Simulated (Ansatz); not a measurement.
Species: CHCl2, charge 1, multiplicity 1. 
Structure (B3LYP-D3(BJ)/def2-TZVP (Ansatz, an electronic-structure program) minimum search):
```xyz
4

Cl    -1.4337    -0.1780     0.0194
C     -0.0093     0.6051    -0.0265
Cl     1.4385    -0.1352    -0.0057
H     -0.0259     1.6932    -0.0740
```
Charge +1, spin multiplicity 1.

Parts of the frozen-core correlation energy in STO-3G (Ansatz, hartree). Frozen orbitals: 11; correlated occupied orbitals by spin: 9 and 9; virtual: 4 and 4. Spin-orbit coupling is left out. Non-relativistic.

```
term                            value
-------------------------  ----------
reference (HF)             -946.77120
MP2 opposite-spin                   ?
MP2 same-spin                       ?
CCSD correlation                    ?
(T)                          -0.00480
FCI minus CCSD(T)            -0.00102
T1 diagnostic                   0.021
largest doubles amplitude       0.099
```

### Question
What belongs in the gaps?

### Answer

- MP2 opposite-spin, value: -0.07586
- MP2 same-spin, value: -0.02038
- CCSD correlation, value: -0.11231
